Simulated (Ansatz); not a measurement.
Ga3⁺ (the lowest singlet isomer of a short search) was relaxed with PBE-D4 (def2-TZVP) in Ansatz in these states: charge +1 quintet, charge +1 triplet. The geometries follow in no particular order.

A:

```xyz
3

Ga    0.3897   -1.5796   -0.3248
Ga    0.1683    1.1552   -1.1788
Ga   -0.5580    0.4244    1.5036
```

B:

Cartesian coordinates in Å:
```
Ga 1.474 0.978 1.626
Ga -1.468 -0.978 -1.631
Ga -0.006 0.000 0.005
```

Question: Judge from the bond lengths which geometry belongs to which state (an estimate).

Answer: A is the charge +1 triplet (Ga1–Ga2 2.874 Å, Ga1–Ga3 2.874 Å, Ga2–Ga3 2.874 Å); B is the charge +1 quintet (Ga1–Ga2 4.806 Å, Ga1–Ga3 2.403 Å, Ga2–Ga3 2.403 Å).

At PBE0-D4/def2-TZVP a triplet lies 2.26 eV below the charge +1 quintet. These are the stationary points nearest to one start from a short search; other shapes may lie lower in each state.
